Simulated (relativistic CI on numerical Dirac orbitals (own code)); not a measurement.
Hyperfine structure of Bi¹⁶⁺, mass number 207

Method of calculation: Dirac-Coulomb-Breit CI, orbitals from a KLI potential per configuration, model QED (radiative potential, 1s self-energy scaled to tabulated hydrogen-like ionisation energies), unscaled Slater integrals (own radial code, finite nucleus).

CI space (outside the closed core [Kr] 4d10): 4f14 5s2 5p5, 4f14 5s 5p6, 4f14 5s2 5p4 5d, 4f13 5s2 5p6, 4f14 5s 5p5 5d, 4f14 5s2 5p4 5f, 4f14 5s2 5p4 5g, 4f14 5s 5p5 5f, 4f14 5s2 5p4 6s, 4f14 5p6 5d, 4f13 5s2 5p5 5d, 4f14 5p5 5d2, 4f14 5p4 5d3, 4f13 5p6 5d2, 4f14 5p4 5d2 5f, 4f14 5p4 5d2 5g. Double excitations out of closed p, d and f shells are left out; levels of such configurations are missing from the list, as are those of other unlisted configurations, and high levels can miss mixing partners. Some configurations lack a partner that the ground configuration has and come out too high, among them 4f14 5s2 5p4 6s, 4f13 5s2 5p5 5d.

Nuclear spin I = 9/2, μ = 4.0729 μN, Q = -0.76 b (tables of Stone and Pyykkö). The electronic factors are computed for point nuclear moments, without core polarisation or the Bohr-Weisskopf and QED corrections.

| Level | E (eV) | A (GHz) | B (GHz) |
| --- | --- | --- | --- |
| 4f14 5s2 5p5 2P°_3/2 | 0.0000 | 14.56 | 24.9 |
| 4f14 5s2 5p5 2P°_1/2 | 30.0287 | 157.7 |  |
| 4f14 5s2 5p4 5d 4D_5/2 | 70.7530 | 10.27 | 1.35 |
| 4f14 5s2 5p4 5d 2F_7/2 | 75.5031 | 7.406 | 0.652 |
| 4f14 5s2 5p4 5d 4F_9/2 | 75.7881 | 7.606 | -8.61 |
| 4f14 5s2 5p4 5d 2D_3/2 | 76.0010 | 6.538 | -12.5 |
| 4f14 5s2 5p4 5d 2D_5/2 | 82.0899 | 2.965 | -22.5 |

Levels with J = 0, under 50 % of one LS term, or S terms without an open s electron are left out. Small factors come from cancelling terms and can be off by tens of per cent or more.

At this charge transitions that keep the count of f electrons are usually good to a few per cent. Levels that differ in their count of f electrons can be misplaced by several ten thousand cm⁻¹, since the correlation energy of f electrons is missing or only estimated; rates across such gaps can be off by orders of magnitude.

**Question.** Give the hyperfine levels of 4f14 5s2 5p5 2P°_1/2 relative to its centre of gravity.

**Answer.** With K = F(F + 1) − I(I + 1) − J(J + 1), E = AK/2: F = 4: -433.6, F = 5: 354.8 GHz.

LS names give the leading component of a level, which can be under half, so a name can repeat, a term be missing and a line seem to break the LS rules.
